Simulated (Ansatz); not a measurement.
CHO (SMILES [CH]=O), charge 0, multiplicity 2, relaxed at each level with Ansatz (an electronic-structure program); harmonic frequencies from differences of analytic forces, average atomic masses, frozen cores. Open shells are unrestricted.

```json
[
 {"mode": "1", "HF/def2-TZVPP (cm⁻¹)": "1224", "PBE/def2-TZVPP (cm⁻¹)": "1070", "PBE0/def2-TZVPP (cm⁻¹)": "1109", "wB97X-V/def2-TZVPP (cm⁻¹)": "1108", "MP2/cc-pVTZ (cm⁻¹)": "1121", "CCSD(T)/cc-pVTZ (cm⁻¹)": "(withheld)"},
 {"mode": "2", "HF/def2-TZVPP (cm⁻¹)": "2120", "PBE/def2-TZVPP (cm⁻¹)": "1871", "PBE0/def2-TZVPP (cm⁻¹)": "1971", "wB97X-V/def2-TZVPP (cm⁻¹)": "1970", "MP2/cc-pVTZ (cm⁻¹)": "1929", "CCSD(T)/cc-pVTZ (cm⁻¹)": "(withheld)"},
 {"mode": "3", "HF/def2-TZVPP (cm⁻¹)": "2856", "PBE/def2-TZVPP (cm⁻¹)": "2559", "PBE0/def2-TZVPP (cm⁻¹)": "2682", "wB97X-V/def2-TZVPP (cm⁻¹)": "2712", "MP2/cc-pVTZ (cm⁻¹)": "2756", "CCSD(T)/cc-pVTZ (cm⁻¹)": "(withheld)"}
]
```

Problem. Modes are in rising order at each level. Some entries are withheld; supply them.

Solution. 
- 2, CCSD(T)/cc-pVTZ (cm⁻¹): 1892
- 3, CCSD(T)/cc-pVTZ (cm⁻¹): 2691
- 1, CCSD(T)/cc-pVTZ (cm⁻¹): 1124
